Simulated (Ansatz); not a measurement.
`C[CH2][Al]([SH])[O]C`. Charge 0, multiplicity 1. The structure was optimised at the PBE0-D4/def2-TZVP level. It is one conformer, not always the lowest.

```xyz
15

C    -0.276   -2.137   -1.736
C    -0.225   -0.615   -1.598
Al    0.030    0.033    0.219
S     0.218   -1.398    1.871
O     0.108    1.685    0.533
C     0.271    2.528    1.629
H     0.646   -2.607   -1.384
H    -0.421   -2.446   -2.775
H    -1.094   -2.570   -1.153
H     0.579   -0.200   -2.217
H    -1.144   -0.162   -1.989
H     0.362   -0.435    2.798
H     1.163    3.150    1.500
H     0.379    1.980    2.575
H    -0.594    3.194    1.727
```

What is the dipole moment at ωB97M-V/def2-TZVPP? (Estimate.)

The calculation gave: 1.09 D, with components (0.01, 1.09, -0.06) D in this frame, pointing from negative to positive charge.

And with PBE, r2SCAN, B3LYP? (Estimate.)

Computed: PBE 1.04 D, r2SCAN 1.11 D, B3LYP 1.08 D.

Give the Mulliken charges with ωB97M-V, PBE, B3LYP in def2-TZVPP. (Best estimate.)

Computed: 
| atom | ωB97M-V | PBE | B3LYP |
| --- | --- | --- | --- |
| C1 | -0.33 | -0.26 | -0.25 |
| C2 | -0.36 | -0.26 | -0.27 |
| Al3 | 0.54 | 0.45 | 0.54 |
| S4 | -0.29 | -0.30 | -0.31 |
| O5 | -0.35 | -0.29 | -0.37 |
| C6 | -0.16 | -0.12 | -0.10 |
| H7 | 0.11 | 0.09 | 0.08 |
| H8 | 0.11 | 0.08 | 0.08 |
| H9 | 0.11 | 0.09 | 0.08 |
| H10 | 0.10 | 0.08 | 0.08 |
| H11 | 0.10 | 0.08 | 0.08 |
| H12 | 0.11 | 0.11 | 0.10 |
| H13 | 0.11 | 0.09 | 0.09 |
| H14 | 0.08 | 0.06 | 0.06 |
| H15 | 0.11 | 0.09 | 0.09 |

B3LYP here is the variant with VWN-RPA as its local correlation; programs differ in this.
